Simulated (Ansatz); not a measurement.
System: vinylidene fluoride, C2H2F2 (charge 0, singlet). SMILES: C(F)(F)=C
Geometry: optimised at B3LYP-D3(BJ)/def2-TZVP (Ansatz, a program for electronic structure).

Quantity: enthalpy of formation at 298 K, in kcal/mol. Terms: spin-orbit terms left out; 6-31G* and kin with 6d, 5d where marked; LANL2DZ all-electron up to Ne; UHF or UKS for open shells; frozen cores in correlated levels; 6-311+G** with 5d; non-relativistic. CBS marks a two-point X^-3 extrapolation of the correlation energy; Hartree-Fock from the larger set. [CCSD(T)-MP2]/basis is that difference in the basis named. First-principles rows: single points at B3LYP-D3(BJ) geometries (Ansatz), with unscaled harmonic terms from B3LYP/6-31G* at its own minima, enthalpies of formation by atomisation with measured atoms.

Measured values: Active Thermochemical Tables 1.112 (ions: stationary electron), as tabulated in the package chemicals; they hold spin-orbit and core effects, anharmonicity. For C=C(F)F (enthalpy of formation at 298 K) the tabulated value and RI-MP2/CBS(aug-cc-pVTZ,aug-cc-pVQZ)+[CCSD(T)-MP2]/aug-cc-pVTZ (Ansatz) part by 4.2 kcal/mol: another conformer or state, missing terms or a fault of the table's entry are possible. 

Value to compare with, the measured value: -79.6 kcal/mol.

```json
[
 {"level": "MP2/STO-3G", "program": "Ansatz", "enthalpy of formation at 298 K (kcal/mol)": "-15.0", "error": "64.6"},
 {"level": "MP2/3-21G", "program": "Ansatz", "enthalpy of formation at 298 K (kcal/mol)": "-5.4", "error": "74.2"},
 {"level": "MP2/LANL2DZ", "program": "Ansatz", "enthalpy of formation at 298 K (kcal/mol)": "27.2", "error": "106.8"},
 {"level": "MP2/6-31G*", "program": "Ansatz", "enthalpy of formation at 298 K (kcal/mol)": "-58.2", "error": "21.4"},
 {"level": "MP2/6-311+G**", "program": "Ansatz", "enthalpy of formation at 298 K (kcal/mol)": "-61.6", "error": "18.0"},
 {"level": "RI-MP2/CBS(aug-cc-pVTZ,aug-cc-pVQZ)+[CCSD(T)-MP2]/aug-cc-pVTZ", "program": "Ansatz", "enthalpy of formation at 298 K (kcal/mol)": "-83.8", "error": "-4.2"}
]
```

Among the 5 habitual levels, MP2/LANL2DZ lies farthest from the measured value (106.8 kcal/mol) and MP2/6-311+G** nearest (18.0); 5 of 5 lie above it, and their mean absolute error is 57.0 kcal/mol, the median 64.6. One case shows no general order.

The sets are all those run for this method; runs whose electronic state is in doubt are left out.
